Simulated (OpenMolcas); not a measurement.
## W4+: moving or changing the point charges

W4+ among 6 point charges of -1.7 e arranged as an octahedron (Oh), 2.24 Å from the ion.
```
   2.2400    0.0000    0.0000  -1.70
   0.0000    2.2400    0.0000  -1.70
  -2.2400    0.0000    0.0000  -1.70
   0.0000   -2.2400    0.0000  -1.70
   0.0000    0.0000    2.2400  -1.70
   0.0000    0.0000   -2.2400  -1.70
```

```
Program             : OpenMolcas 26.06
Method              : SS-CASPT2, IPEA 0.25 Eh, imaginary shift 0.1 Eh (closed shells correlated: 4f 5s 5p)
Basis               : ANO-RCC-VDZP [7s6p4d2f1g]
Scalar Hamiltonian  : DKH2, point nucleus
Active space        : 2 electrons in 5 orbitals (5d)
State averaging     : 2S+1 = 3 even, 10 roots; 2S+1 = 1 even, 15 roots
Spin-orbit coupling : RASSI with atomic mean-field integrals over the reference wave functions
```

Runs around this geometry, states (labels of O, the rotations of Oh). Energies in cm-1 above the lowest state or level, χT in cm3 K/mol; under a threefold ground state the first gap can be a small split of the lowest multiplet, not the spin-orbit step; 10Dq and B are least-squares fits to the states below 45000 cm-1, weighted by degeneracy, with a free offset, and given where the rms deviation is under 5 % of |10Dq| (or 100 cm-1) and under 700 cm-1.

```csv
R (Å),q (e),Ground state,First state of that spin,10Dq,B (rms of fit),First gap with spin-orbit (degeneracies),χT at 300 K,First state of another spin
2.24,-0.85,3T1,3T2 3290,,,"800 (2, 3)",0.141,1T2 9340
2.11,-1.7,3T1,3T2 9730,11330,691 (263),"920 (2, 3)",0.058,1T2 9840
2.24,-1.7,3T1,3T2 7190,8616,699 (256),"980 (2, 3)",0.073,1T2 9800
2.49,-1.7,3T1,3T2 4240,,,"900 (2, 3)",0.115,1T2 9550
```

Taking the first state of the same spin as R^-n, n = -ln(4240 / 9730) / ln(2.49 / 2.11) = 5.0 between the shortest and longest distance.

Scaling the charges by -0.85 / -1.7 = 0.50 scales the first state of the same spin by 3290 / 7190 = 0.46; with fixed orbitals a first-order splitting would follow the charge.

Roots that are degenerate in the reference are averaged as groups; the widest CASPT2 spread within a group is 230 cm-1 (the 3-fold group of multiplicity 1 near 22000 cm-1 above the lowest state of its run, R = 2.24, q = -1.7). Shifts and gaps below about the spread of the groups concerned are not significant. Free-ion shares, where given, are those of the reference states; single-state CASPT2 does not remix them. This field is weak: 10Dq is about 4510 cm-1, while octahedral complexes of 5d ions of charge 3 and more, computed by the same method with explicit ligands, had a median near 35000 cm-1. Ground spin and moment need not be those of a real site (figures for R = 2.24, q = -0.85; the like holds for R = 2.11, q = -1.7, R = 2.24, q = -1.7, R = 2.49, q = -1.7). Spin-orbit coupling mixes the spin-free states strongly: the lowest level takes only 68 % from its leading state, 3T1 (holds for R = 2.24, q = -0.85). An orbital triplet at a regular site is open to Jahn-Teller coupling, which can distort the site and quench the lowest spin-orbit gaps and is left out (holds for R = 2.11, q = -1.7; R = 2.24, q = -1.7; R = 2.49, q = -1.7). This is an electrostatic model: the charges have no orbitals. No measured value stands beside these numbers.
